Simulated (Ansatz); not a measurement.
The same hydrogenolysis along the group F, Cl, Br, I.

Isolated molecules relaxed with PBE0-D4/def2-TZVP in Ansatz; ΔE leaves out vibrations. CCSD(T)/CBS adds triple-zeta CCSD(T) − MP2 to the extrapolated MP2 energy (def2 sets, frozen cores). This one scheme is used for every species. Functionals use def2-TZVPP. def2 core potentials past Kr. For Br, Ge, I outer-core shells are correlated without core-valence functions, which leaves a few kJ/mol of doubt a bond. Scalar relativity is left out up to krypton.

```
                                  reaction  revPBE-D4 (kJ/mol)  B97M-V (kJ/mol)  MP2/CBS(def2) (kJ/mol)
   `[F][GeH2][F]` + H₂ → `[F][GeH3]` + H–F                  52               55                      51
`[Cl][GeH2][Cl]` + H₂ → `[Cl][GeH3]` + HCl                  59               51                      61
`[Br][GeH2][Br]` + H₂ → `[GeH3][Br]` + HBr                  66               54                      70
    `[I][GeH2][I]` + H₂ → `[GeH3][I]` + HI                  69               51                      81
```

**Question.** Give the CCSD(T)/CBS values in the same order. (Estimate.)

**Answer.** Ansatz gave: 47, 52, 60, 66 kJ/mol.

Largest T1 diagnostic: 0.012, for `[F][GeH2][F]`.
